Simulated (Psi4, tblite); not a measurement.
Intermolecular potential of CH2O2 ··· H2Se (SMILES O=CO and [SeH2]). Monomers: optimised at B3LYP-D3(BJ) (def2-TZVP), held rigid. Orientation: a higher rigid-body minimum at GFN2-xTB. The monomers approach along the line of their centres of mass (distance R); nothing else relaxes.

Geometry at R = 3.59 Å (first 5 atoms: monomer A):
```
8

O      0.7465    -0.5397     0.3172
C     -0.3615    -0.0006    -0.2191
O     -0.6832     1.1485    -0.1276
H      1.2243     0.1674     0.7822
H     -0.9261    -0.7755    -0.7528
Se    -3.1854     1.3773    -1.2752
H     -2.9468     2.6589    -0.5951
H     -4.5285     1.8092    -1.6894
``` The table gives interaction energies.

```csv
R / Å,A,B,C
3.02,6.92,22.06,23.32
3.15,0.52,12.80,14.49
3.38,-4.74,3.79,5.76
3.59,-5.71,0.17,2.09
3.76,-5.31,-1.11,0.67
4.01,-4.11,-1.69,-0.19
4.28,-2.86,-1.60,-0.41
4.63,-1.67,-1.21,-0.35
5.10,-0.81,-0.75,-0.22
5.82,-0.30,-0.36,-0.13
6.83,-0.08,-0.15,-0.08
8.06,-0.02,-0.06,-0.04
```

Energies in kcal/mol.

Problem. Match the curves with the methods BLYP/def2-TZVP, counterpoise-corrected run with Psi4; GFN2-xTB in tblite; DF-MP2/aug-cc-pVDZ, frozen core, counterpoise-corrected run with Psi4 1.11.

Solution. A is GFN2-xTB; B is MP2/aug-cc-pVDZ; C is BLYP/def2-TZVP.
